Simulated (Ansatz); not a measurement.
Consider the formal exchange of groups at a Ge–O bond: `[OH][GeH2][GeH3]` + `[SiH3][GeH3]` → `[GeH3][SiH2][GeH2][GeH3]` + H₂O.

Isolated molecules relaxed with PBE0-D4/def2-TZVP in Ansatz; ΔE leaves out vibrations. CBS: MP2 limit from def2 TZ/QZ plus the TZ coupled-cluster correction, frozen cores. This one scheme is used for every species. Functionals use def2-TZVPP. B3LYP here is the variant with VWN-RPA as its local correlation; programs differ in this. HSE06 is defined as in plane-wave codes. For Ge outer-core shells are correlated without core-valence functions, which leaves a few kJ/mol of doubt a bond. Scalar relativity is left out up to krypton. One conformer a species, not always the lowest.

`[OH][GeH2][GeH3]`:

Z-matrix (Å, degrees):
```
Ge
Ge 1 2.430
O 1 1.789 2 110.1
H 1 1.535 2 112.5 3 115.1
H 1 1.545 2 110.9 3 -121.1
H 2 1.538 1 110.5 3 176.8
H 2 1.539 1 109.7 3 57.4
H 2 1.536 1 110.6 3 -62.5
H 3 0.960 1 112.4 2 -65.4
```

`[SiH3][GeH3]`:

```xyz
8

Si    0.385   -1.125    0.162
Ge   -0.378    1.104   -0.159
H     1.709   -1.119    0.838
H     0.519   -1.814   -1.149
H    -0.581   -1.879    1.003
H    -0.528    1.823    1.192
H    -1.744    1.111   -0.865
H     0.617    1.899   -1.022
```

`[GeH3][SiH2][GeH2][GeH3]`:

Cartesian coordinates in Å:
```
Ge 0.544 0.913 2.150
Si 1.105 -0.965 0.802
Ge -0.578 -1.297 -0.846
Ge -0.914 0.743 -2.112
H -0.844 0.718 2.782
H 1.569 1.124 3.277
H 0.504 2.184 1.284
H 1.252 -2.176 1.655
H 2.406 -0.710 0.123
H -1.902 -1.681 -0.158
H -0.192 -2.442 -1.802
H -1.415 1.858 -1.179
H -1.948 0.535 -3.231
H 0.413 1.196 -2.744
```

H₂O:

Z-matrix (Å, degrees):
```
O
H 1 0.960
H 1 0.960 2 105.1
```

Question: Is it downhill or uphill in electronic energy at CCSD(T)/CBS, and by how much? (Estimate.)

Answer: The calculation gave: Downhill: ΔE = -20.4 kJ/mol.

Question: What do these levels give: PBE-D4, BLYP-D4, HSE06-D4, ωB97X-V, ωB97M-V, PBE, BLYP, B3LYP, HSE06, CCSD/def2-SVP, CCSD(T)/def2-SVP, HF/def2-QZVPP? (An estimate is asked.)

Answer: The calculation gave: PBE-D4 -23.8, BLYP-D4 -9.7, HSE06-D4 -25.3, ωB97X-V -7.7, ωB97M-V -10.8, PBE -16.0, BLYP 4.4, B3LYP 1.0, HSE06 -17.8, CCSD/def2-SVP -4.3, CCSD(T)/def2-SVP -6.1, HF/def2-QZVPP 17.3 kJ/mol.

Largest T1 diagnostic among the species: 0.012.

In def2-TZVPP, CCSD(T) changes the Hartree–Fock value by −29.8 kJ/mol (the triples alone add −3.2 kJ/mol) and MP2 by −31.4 kJ/mol. The D4 term adds −12.7 kJ/mol with B3LYP and −7.5 kJ/mol with PBE0; it sums over pairs of atoms, weighted by their polarisabilities, and B3LYP, whose exchange is more repulsive, gets the larger term.
